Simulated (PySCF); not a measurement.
Species: C₄H₇F₃Si.
SMILES: `C=CC[SiH2]C(F)(F)F`

Level: CAM-B3LYP/def2-SVPD in PySCF, non-relativistic, on one gas-phase PBE0-D3(BJ)/def2-SVP geometry that isn't relaxed in the solvent. The solvent is an IEF-PCM continuum (cavity from Bondi-type radii × 1.2), and excitations are vertical TDDFT with non-equilibrium linear response and a frozen core. Only the electrostatic response of the medium enters.

Gas-phase singlets (H = HOMO, L = LUMO):

```
state  E (eV)  λ (nm)      f           leading configurations
   S1   6.859     181  0.310                H→L 83%, H→L+1 9%
   S2   6.989     177  0.094               H→L+1 74%, H→L 12%
   S3   7.567     164  0.051  H→L+2 60%, H→L+3 12%, H→L+7 10%
   S4   7.808     159  0.020   H→L+4 54%, H→L+6 12%, H→L+3 9%
   S5   7.917     157  0.069             H→L+3 45%, H→L+4 33%
```

Task: Give the list for benzene (ε = 2.271), n² = 2.25.

Result: 
| state | E (eV) | λ (nm) | f | leading configurations | change by rank (eV) |
| --- | --- | --- | --- | --- | --- |
| S1 | 6.700 | 185 | 0.483 | H→L 96% | -0.159 |
| S2 | 6.953 | 178 | 0.039 | H→L+1 71%, H→L+2 18% | -0.036 |
| S3 | 7.529 | 165 | 0.048 | H→L+2 52%, H→L+1 19%, H→L+6 14% | -0.038 |
| S4 | 7.844 | 158 | 0.024 | H→L+4 42%, H→L+7 21%, H→L+3 14% | +0.036 |
| S5 | 7.897 | 157 | 0.096 | H→L+3 45%, H→L+4 41% | -0.020 |

Task: The ground-state energy changes by -0.062 eV from gas to benzene. By how much does the total energy of gas-phase S1 change?

Result: E(S1) = E(S0) + excitation energy, so it changes by -0.062 − 0.159 = -0.221 eV: it is lowered more than the ground state, which is what a red shift means. This is the vertical state, with the slow part of the continuum still set for S0.

Task: How do the frontier levels move from gas to benzene?

Result: 
```tsv
orbital	gas (eV)	solvent (eV)	change (eV)
LUMO+2	1.33	1.40	+0.07
LUMO+1	1.09	1.24	+0.15
LUMO	0.80	0.96	+0.16
HOMO	-8.89	-8.73	+0.16
HOMO-1	-11.01	-10.95	+0.06
HOMO-2	-11.45	-11.28	+0.17
HOMO-3	-11.60	-11.42	+0.18
```

The HOMO–LUMO gap goes from 9.69 to 9.69 eV.

Conformer computed: `[CH2:1]=[CH:2][CH2:3][SiH2:4][C:5]([F:6])([F:7])[F:8]`: C1–C2–C3–Si4 -102°, C2–C3–Si4–C5 -176°, C3–Si4–C5–F6 61°.
